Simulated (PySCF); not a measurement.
A structure optimised at PBE-D3(BJ)/def2-SVP, used in a PySCF frequency run:

```
Hf
Cl 1 2.3614
Cl 1 2.3735 2 98.86
Cl 1 2.3735 2 98.86 3 -120.00
Cl 1 2.3735 2 98.86 3 120.00
N 1 2.4345 3 81.14 2 -180.00
H 6 1.0306 1 112.30 3 -60.00
H 6 1.0306 7 106.50 1 123.32
H 6 1.0306 7 106.50 8 113.36
```

**Question.** Write its SMILES, formula and point group.

**Answer.** [NH3]->[Hf]([Cl])([Cl])([Cl])[Cl], Cl4H3HfN, C3v

**Question.** What are its rotational constants (standard atomic weights)?

**Answer.** 0.86001, 0.82463, 0.82463 GHz
